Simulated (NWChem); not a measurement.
Species: GeH3Cl; SMILES [GeH3][Cl]

```xyz
5

Ge     0.0000     0.0000    -0.6965
Cl     0.0000     0.0000     1.4909
H      1.4175    -0.4022    -1.1459
H     -0.3604     1.4287    -1.1459
H     -1.0570    -1.0265    -1.1459
```
Atoms are numbered in this order, from 1.

All runs: NWChem. Pople sets run with spherical d functions. The geometry was optimised at B3LYP/6-31G* (spherical d). GIAO values for the isolated, static molecule; σ is the absolute isotropic shielding, δ = σ(reference) − σ with the isolated reference molecule computed at the same levels (1H: tetramethylsilane).

```
level                                 σ Ge1 (ppm)  σ Cl2 (ppm)  δ H3 (ppm)
------------------------------------  -----------  -----------  ----------
B3LYP/6-311G**                             1395.8       1003.3        5.73
KT2/pcSseg-1                               1416.8       1028.1        5.50
PBE0/pcSseg-1                              1418.0       1045.9        5.42
PBE/pcSseg-1                               1353.4       1016.3        5.57
LDA (Slater exchange, VWN5)/pcSseg-1   (withheld)       1019.8  (withheld)
```

### Question
Some entries are withheld; supply them.

### Answer

- LDA (Slater exchange, VWN5)/pcSseg-1, σ Ge1 (ppm): 1312.6
- LDA (Slater exchange, VWN5)/pcSseg-1, δ H3 (ppm): 5.89
